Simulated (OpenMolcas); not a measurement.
**Tm2+: ligand-field states by method**

Tm2+ with 8 ligands (fluoride) in square antiprismatic coordination (D4d) at 2.47 Å, a polar angle of 61.9° against the regular 57.3°. A charge of +0.75 e stands 2.4 Å behind each ligand. Ligand basis ANO-RCC-VDZP.

| Item | Value |
| --- | --- |
| Program | OpenMolcas 26.06 |
| Basis | ANO-RCC-VDZP [7s6p4d2f1g] |
| Scalar Hamiltonian | DKH2, point nucleus |
| Active space | 13 electrons in 7 orbitals (4f) |
| State averaging | 2S+1 = 2 odd, 7 roots |
| Spin-orbit coupling | state interaction with AMFI integrals over the reference wave functions |

I. CASSCF
II. SS-CASPT2, IPEA 0.25 Eh, imaginary shift 0.1 Eh (closed shells correlated: 5s 5p and the ligand valence shells)

Spin-free states in cm-1, each column counted from its own energy of the first state listed:

| State | Degeneracy | I | II |
| --- | --- | --- | --- |
| 2S+1 = 2 | 2 | 0 | 0 |
| 2S+1 = 2 | 2 | 344 | 410 |
| 2S+1 = 2 | 2 | 788 | 820 |
| 2S+1 = 2 | 1 | 840 | 930 |

From I to II, I's first state of the same spin (2S+1 = 2) moves from 344 to 410 cm-1, by about +66 cm-1.

With spin-orbit coupling the lowest J multiplet is 831 (I), 894 (II) cm-1 wide, a factor of 1.08 from I to II.

χT at 300 K: I 2.45, II 2.44 cm3 K/mol.

Over all roots computed the reference weight is 0.62 in II; a low but even weight reflects the number of correlated electrons. Without dynamic correlation the ligand-field splitting of an f shell can come out too small, at times by half (holds for I). Splittings of an f shell from a small cluster at a set distance can be off by tens of per cent, mostly too small (holds for II). No measured value stands beside these numbers; the geometry is a model, was not optimised and need not be the one that this ion takes.

A state without a sure symmetry label is named by its multiplicity alone.
